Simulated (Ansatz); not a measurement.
This geometry of C₂H₅ISi (9 atoms, charge 0, multiplicity 1) is a first-order saddle point.

The calculation used RKS PBE0-D4/def2-SVP in Ansatz 0.2.0.

```xyz
9
Properties=species:S:1:pos:R:3
Si -1.003 0.783 -0.579
C -0.055 -0.472 0.453
C 1.267 -0.611 0.361
I 2.392 -1.986 1.477
H -0.529 2.171 -0.293
H -0.820 0.517 -2.038
H -2.454 0.683 -0.243
H -0.612 -1.109 1.150
H 1.903 -0.021 -0.306
```

Question: Which two structures does it join? (They come from a converged band through this point; their orientation in space is the band's.)

Answer: No bond is made or broken. The dihedral H6–Si1–C2–C3 goes from 120 to 0°. The two ends are copies of one structure, up to a mirror image or an exchange of like atoms.

Image 0:

```xyz
9
Properties=species:S:1:pos:R:3
Si -0.972 0.617 -0.785
C 0.005 -0.629 0.216
C 1.174 -0.308 0.773
I 2.346 -1.624 1.911
H -0.220 1.907 -0.814
H -1.171 0.121 -2.181
H -2.319 0.835 -0.174
H -0.392 -1.643 0.347
H 1.638 0.679 0.690
```

Image 10:

```xyz
9
Properties=species:S:1:pos:R:3
Si -0.899 0.984 -0.404
C 0.080 -0.254 0.607
C 1.036 -1.001 0.052
I 2.188 -2.414 1.089
H -0.726 2.361 0.150
H -0.409 0.946 -1.814
H -2.355 0.648 -0.369
H -0.139 -0.367 1.676
H 1.313 -0.949 -1.005
```

Question: How far does it lie above each of them?

Answer: 0.061 eV above the first and 0.061 eV above the second. This is the barrier of this one path; another mechanism may lie lower.

The run took 2.4 min on 2 threads of Arm Neoverse V1, with other jobs on the host, peak memory 0.22 GiB.
